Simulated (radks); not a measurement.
Spin polarisation of the 4f13 shell in neutral thulium. Start: [Xe] 4f(up 6.5, down 6.5) 6s2; electrons of 4f are moved from spin down to spin up, other shells keep equal spins. All-electron calculation, non-relativistic Kohn-Sham, r2SCAN, spin-polarised, spherical densities, point nucleus; meta-GGA in the generalised Kohn-Sham scheme. Program: a radial shooting solver on a logarithmic mesh with Libxc functionals.

\begin{tabular}{lrrrrrr}
moment (Bohr magnetons) & E - E(0) (eV) & e(4f up) (eV) & e(4f down) (eV) & 6s down minus up (eV) & 5p down minus up (eV) & 5s down minus up (eV) \\ \hline
0 & 0.000 & -7.541 & -7.541 & 0.000 & 0.000 & 0.000 \\
0.25 & -0.017 & -7.675 & -7.406 & 0.008 & 0.073 & 0.101 \\
0.5 & -0.067 & -7.808 & -7.268 & 0.015 & 0.147 & 0.203 \\
0.75 & -0.152 & -7.938 & -7.129 & 0.023 & 0.220 & 0.305 \\
1 & -0.270 & -8.067 & -6.987 & 0.031 & 0.293 & 0.406 \\
\end{tabular}

At moment 1 the spin-polarisation energy is -0.270 eV and the 4f exchange splitting 1.079 eV, that is 1.079 eV per Bohr magneton; E = -I m^2/4 would give I = 1.080 eV.
